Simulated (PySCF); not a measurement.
Structure with atom numbers: `[CH3:1][CH:2]([CH3:3])[O:4][Si@H:5]1[CH2:6][C@@H:7]([C:8]#[N:9])[CH2:10]1`. Hydrogens are named by the atom that carries them. Ha(C6), Ha(C10) are cis to O4 on the ring; Hb(C6), Hb(C10) are trans to O4 on the ring.

- shielding tensors at PBE0/pcSseg-1 (GIAO)
- GFN2-xTB geometry
- program: PySCF
- no relativistic terms, equivalent nuclei averaged, single conformer, gas phase

Question: List the cross peaks expected in HSQC, COSY and HMBC spectra.

Answer: 

HSQC (one-bond C–H):
```tsv
δH	δC
3.98 (H(C2))	71.3 (C2)
2.41 (H(C7))	13.4 (C7)
2.05 (Ha(C6)/Ha(C10))	30.3 (C6/C10)
1.92 (Hb(C6)/Hb(C10))	30.3 (C6/C10)
1.31 (H(C1)/H(C3))	27.7 (C1/C3)
```

COSY cross peaks (H two or three bonds apart, from the bond graph; peaks can be absent where the dihedral angle is near 90°):
```tsv
δH	δH
5.36 (H(Si5))	2.05 (Ha(C6)/Ha(C10))
5.36 (H(Si5))	1.92 (Hb(C6)/Hb(C10))
3.98 (H(C2))	1.31 (H(C1)/H(C3))
2.41 (H(C7))	2.05 (Ha(C6)/Ha(C10))
2.41 (H(C7))	1.92 (Hb(C6)/Hb(C10))
2.05 (Ha(C6)/Ha(C10))	1.92 (Hb(C6)/Hb(C10))
```

HMBC (two and three bonds, from the bond graph):
```tsv
δH	δC
5.36 (H(Si5))	71.3 (C2), 30.3 (C6/C10), 13.4 (C7)
3.98 (H(C2))	27.7 (C1/C3)
2.41 (H(C7))	129.2 (C8), 30.3 (C6/C10)
2.05 (Ha(C6)/Ha(C10))	129.2 (C8), 30.3 (C6/C10), 13.4 (C7)
1.92 (Hb(C6)/Hb(C10))	129.2 (C8), 30.3 (C6/C10), 13.4 (C7)
1.31 (H(C1)/H(C3))	71.3 (C2), 27.7 (C1/C3)
```

Shifts are taken against calculated references (same method and geometry level): ¹H, ¹³C vs TMS.

Shifts are as computed. Against solution values, carbons near 30 ppm lie about +3 ppm off and those near 130 ppm about +5 ppm. Of 1211 compounds with measured shifts, 218 miss one by over three times the rms of a fit or turn the order of signals round; such compounds aren't used in these exercises.
